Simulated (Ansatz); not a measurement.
Total energies of CH₅Cl₃GaN (`C[NH2+][Ga-]([Cl])([Cl])[Cl]`).

Z-matrix (Å, degrees):
```
C
N 1 1.474
H 1 1.089 2 108.6
H 1 1.089 2 108.6 3 -117.9
H 1 1.091 2 111.4 3 121.0
Ga 2 2.056 1 114.9 3 59.0
H 2 1.016 1 110.8 3 -62.0
H 2 1.016 1 110.8 3 180.0
Cl 6 2.158 2 100.0 1 -179.9
Cl 6 2.158 2 101.5 1 -60.1
Cl 6 2.158 2 101.5 1 60.3
```

Charge 0, multiplicity 1. Correlated methods include outer-core shells of Ga, which these sets cover unevenly. Scalar relativity is left out up to krypton. All single points use the PBE0-D4/def2-TZVP geometry. It is one conformer, not always the lowest. Basis def2-TZVPP, Ansatz 0.2.0.

RPA on PBE orbitals: Hartree–Fock energy of these orbitals -3397.19565 Eh, correlation -1.91123 Eh (frozen core).

```csv
functional,energy without D4 (Eh),D4 term (kJ/mol)
PBE,-3400.62790,-35.8
BLYP,-3401.61764,-75.4
PBE0,-3400.79677,-31.1
B3LYP,-3401.70875,-58.0
HSE06 (plane-wave form),-3400.76790,-29.4
CAM-B3LYP,-3401.72836,-32.4
LC-ωPBE,-3400.93706,–
ωB97X-V,-3401.21046,–
ωB97M-V,-3401.40164,–
B2PLYP,-3400.78174,–
```

(1) Give the same for LDA (SPW92), revPBE, r2SCAN, B97M-V, r2SCANh, r2SCAN0, BHLYP, PBE-QIDH. (Estimate.)

B3LYP takes the VWN-RPA correlation (the form of Gaussian; ORCA's B3LYP/G). HSE06 is the plane-wave form, built on full-range PBE exchange. The double hybrids freeze the cores in their second-order part.

Answers

(1) Computed: 
| functional | energy without D4 (Eh) | D4 term (kJ/mol) |
| --- | --- | --- |
| LDA (SPW92) | -3393.29161 | – |
| revPBE | -3401.17796 | -91.1 |
| r2SCAN | -3401.46335 | -8.9 |
| B97M-V | -3400.88264 | – |
| r2SCANh | -3401.44549 | -9.7 |
| r2SCAN0 | -3401.42051 | -10.8 |
| BHLYP | -3401.53449 | -49.3 |
| PBE-QIDH | -3400.20847 | – |

LC-ωPBE has ω = 0.4 bohr⁻¹.
